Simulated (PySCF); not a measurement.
C₂H₆ClFOSi. Atoms are numbered in the order given.

```xyz
12

C     -2.0894    -0.3466    -0.9137
C     -1.1397    -0.7861     0.1911
O     -1.3820    -0.1281     1.4119
Si     0.6554    -0.4457    -0.2608
F      1.6332    -0.9606     0.9205
Cl     0.9424     1.5738    -0.4992
H     -2.0170     0.7398    -1.0738
H     -3.1330    -0.5836    -0.6456
H     -1.8734    -0.8564    -1.8663
H     -1.2090    -1.8911     0.3060
H     -2.2875    -0.3152     1.6835
H      1.0561    -1.1408    -1.5098
```

Geometry: PBE0-D3(BJ)/def2-SVP. The structure was generated by enumeration; whether it is a known compound was not checked. Other conformers were not sampled.

Method: PySCF with TDDFT-PBE0/def2-SVPD.

Vertical excitations. Isolated molecule, no solvent.

| state | energy (eV) | λ (nm) | f | main pairs |
|---|---|---|---|---|
| S1 | 7.07 | 175 | 0.007 | HOMO→LUMO 86 % |
| S2 | 7.42 | 167 | 0.003 | HOMO−1→LUMO 81 % |
| S3 | 7.53 | 165 | 0.002 | HOMO→LUMO+1 71 %, HOMO−1→LUMO+1 23 % |
| S4 | 7.71 | 161 | 0.008 | HOMO−1→LUMO+1 70 %, HOMO→LUMO+1 24 % |
| S5 | 7.83 | 158 | 0.040 | HOMO→LUMO+2 67 %, HOMO−1→LUMO+2 21 % |
| S6 | 7.95 | 156 | 0.001 | HOMO−1→LUMO+2 67 %, HOMO→LUMO+2 26 % |
| S7 | 8.41 | 148 | 0.019 | HOMO−2→LUMO 68 %, HOMO−2→LUMO+2 22 % |
| S8 | 8.50 | 146 | 0.051 | HOMO→LUMO+3 40 %, HOMO−3→LUMO 30 %, HOMO−3→LUMO+2 9 %, HOMO→LUMO+4 7 % |
| S9 | 8.53 | 145 | 0.012 | HOMO→LUMO+3 29 %, HOMO−3→LUMO 21 %, HOMO→LUMO+4 15 %, HOMO−1→LUMO+3 11 % |
| S10 | 8.64 | 143 | 0.033 | HOMO−2→LUMO+1 57 %, HOMO−3→LUMO+1 19 %, HOMO−3→LUMO 13 % |
| T1 | 6.74 | 184 | 0 | HOMO→LUMO 83 % |
| T2 | 7.05 | 176 | 0 | HOMO−1→LUMO 74 % |
| T3 | 7.17 | 173 | 0 | HOMO−1→LUMO+1 49 %, HOMO→LUMO+1 41 % |
| T4 | 7.51 | 165 | 0 | HOMO→LUMO+1 28 %, HOMO→LUMO+2 27 %, HOMO−1→LUMO+2 18 %, HOMO−1→LUMO+1 12 % |
Triplets are in the Tamm–Dancoff approximation, which puts them higher than full response would, so one can lie above its singlet here.
